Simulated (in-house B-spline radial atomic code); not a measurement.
Settings and results of a run for Fe⁺ (an excited or competing configuration). Method: non-relativistic TPSSh, spin-polarised, spherical fractional occupations, exact exchange averaged over the configuration, point nucleus. Calculated with a radial B-spline atomic code at the basis-set limit.

Command:
```bash
python run_scf.py task.json out
```
Settings:
```
Z                26
configuration    [Ar] 3d5 4s1 5s1
hamiltonian      nr
method           tpssh
spin_polarised   True
exact_exchange   averaged over the configuration
```

Output (hartree, bohr):
```
 radial grid: 61 intervals, B-splines of order 8, outer radius 60 bohr

 iter        energy (Eh)    residual
    1       -1262.924189    3.88e-02
    2       -1262.926445    9.82e-04
    3       -1262.926448    4.68e-04
    4       -1262.926449    2.44e-04
    5       -1262.926449    4.57e-05
    6       -1262.926450    1.29e-05
    7       -1262.926450    3.35e-06
    8       -1262.926450    1.99e-07

 total energy                     -1262.92645
 kinetic                            1262.0008
 electron-nucleus                  -2987.5579
 Hartree                             517.7219
 exact exchange                       -5.3969
 exchange-correlation                -49.6943

 orbital      occ     eigenvalue          <r>       <r^2>       <1/r>     <1/r^2>     <1/r^3>       r_max
 1s up      1.000      -256.6525    0.0591083  0.00468435     25.5262     1311.26           -     0.03895
 1s down    1.000      -256.6500    0.0591084  0.00468434      25.526     1311.24           -     0.03896
 2s up      1.000       -30.7581     0.269829   0.0858982     5.46771     122.405           -      0.2249
 2s down    1.000       -30.6573     0.269259   0.0855037     5.47941     122.896           -      0.2247
 2p up      3.000       -26.5824     0.236958   0.0689442     5.41094     40.1638     461.797       0.181
 2p down    3.000       -26.4991     0.236306   0.0685157     5.42208     40.3042     463.835      0.1807
 3s up      1.000        -4.3335     0.811621    0.758625     1.73564     18.4619           -      0.7051
 3s down    1.000        -4.0807     0.815408    0.765925      1.7243      18.174           -      0.7055
 3p up      3.000        -3.0989     0.848674    0.845962      1.6147      5.7327     58.4658      0.7125
 3p down    3.000        -2.8376     0.855129    0.859707     1.60057     5.62707     57.1955      0.7134
 3d up      5.000        -1.1010     0.994318     1.25139     1.30843      2.2971     5.63905      0.6924
 4s up      1.000        -0.6726      2.40936     6.59869    0.544495     2.18343           -       2.102
 5s up      1.000        -0.2187      5.89203     38.4319    0.215282    0.380818           -       5.573
```

Cost of the run: 0.16 s on 1 thread of Arm Neoverse V2, with other jobs on the host.
